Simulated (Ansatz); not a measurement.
**A basis-limit estimate, worked out**

An elementary step of Si₂NH₇O, singlet (Si₂NH₇O ([NH2][SiH]([OH])[SiH3]) → Si₂H₄O ([O][SiH][SiH3]) + NH₃ (still joined by a long Si–N bond); Si–N, O–H broken or loosened, N–H formed or tightened). “Start” and “end” are the PBE0-D4/def2-TZVP structures reached by relaxing down either side of its saddle point, with the molecules still in contact.

Program: Ansatz 0.2.0. Basis: def2-TZVPP and def2-QZVPP. Cores are frozen in the correlated methods.

Energies in eV:

| quantity | end | start |
| --- | --- | --- |
| Hartree–Fock, triple zeta (X = 3) | -19356.95799 | -19358.56184 |
| Hartree–Fock, quadruple zeta (X = 4) | -19357.64334 | -19359.24534 |
| MP2 correlation, X = 3 | -19.59660 | -19.27928 |
| MP2 correlation, X = 4 | -21.07840 | -20.76878 |
| CCSD(T) correlation, X = 3 | -21.54544 | -21.25408 |

Question: Work out the step energy at the basis limit: extrapolate Hartree–Fock as E(X) = E∞ + A exp(−7.88 √X) and the MP2 correlation as E(X) = E∞ + B X^−2.97 (the exponents that Neese and Valeev fitted for def2-TZVPP and QZVPP), then add CCSD(T) − MP2 in triple zeta.

Answer: Each step is linear, so take the differences first (end − start): Hartree–Fock 1.60385 (X = 3) and 1.60200 (X = 4); MP2 correlation -0.31732 and -0.30962; CCSD(T) correlation -0.29136.
Two points give E∞ = E(4) + w [E(4) − E(3)], with w = 1/(exp(7.88 (2 − √3)) − 1) = 0.1377 for Hartree–Fock and w = 1/((4/3)^2.97 − 1) = 0.7407 for the correlation.
Hartree–Fock: 1.60200 + 0.1377 × (-0.00185) = 1.6017 eV.
MP2 correlation: -0.30962 + 0.7407 × 0.00770 = -0.3039 eV.
CCSD(T) − MP2: -0.29136 − (-0.31732) = 0.0260 eV.
Sum: 1.6017 + (-0.3039) + 0.0260 = 1.3238 eV, or 30.53 kcal/mol. Plain CCSD(T) in triple zeta gives 1.3125 eV, so the larger basis shifts the result by 0.0113 eV.

T1 diagnostic: at most 0.017.

Labels in which every atom is bracketed show which atoms are joined, not bond orders.

For scale, one of the runs: CCSD(T)/def2-TZVPP, 244 basis functions, launched by `ansatz run in.yaml --threads 4 --pin off --events-out ev --progress --plain --max-ram 9574MiB`. The run took 100 s on 4 CPU threads of an Arm Neoverse V1 (shared host), with 4.6 GiB of host memory at its peak.
